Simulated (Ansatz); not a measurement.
This geometry of CH3BFNO (8 atoms, charge 0, multiplicity 1) is a first-order saddle point.

Theory: RKS r2SCAN-D4/6-31G in Ansatz 0.2.0.

```xyz
8
Properties=species:S:1:pos:R:3
O -0.145 1.443 0.636
C 0.321 0.248 0.053
F 1.506 0.569 -0.699
B -0.048 -1.202 0.480
N -0.628 -0.590 -0.625
H 0.426 2.187 0.357
H -0.053 -2.184 1.131
H -1.287 -0.528 -1.389
```

Problem. Which two structures does it join? (They come from a converged band through this point; their orientation in space is the band's.)

Solution. No bond is made or broken. The dihedral H6–O1–C2–F3 goes from 38 to -58°.

Initial state:

```xyz
8
Properties=species:S:1:pos:R:3
O 0.025 1.414 0.767
C 0.373 0.240 0.098
F 1.551 0.499 -0.686
B -0.073 -1.198 0.481
N -0.629 -0.542 -0.605
H 0.183 2.195 0.191
H -0.090 -2.201 1.100
H -1.247 -0.464 -1.401
```

Final state:

```xyz
8
Properties=species:S:1:pos:R:3
O -0.202 1.538 0.320
C 0.309 0.286 -0.055
F 1.524 0.497 -0.801
B -0.059 -1.129 0.501
N -0.630 -0.607 -0.649
H 0.462 2.021 0.852
H -0.058 -2.063 1.220
H -1.254 -0.600 -1.443
```

Problem. How far does it lie above each of them?

Solution. 1.5 kJ/mol above the first and 4.9 kJ/mol above the second. This is the barrier of this one path; another mechanism may lie lower. Limits of this set-up: no polarisation functions.

The run took 3.1 min on 1 thread of Intel(R) Xeon(R) Platinum 8375C CPU @ 2.90GHz (Ice Lake) (shared host), peak memory 0.13 GiB.
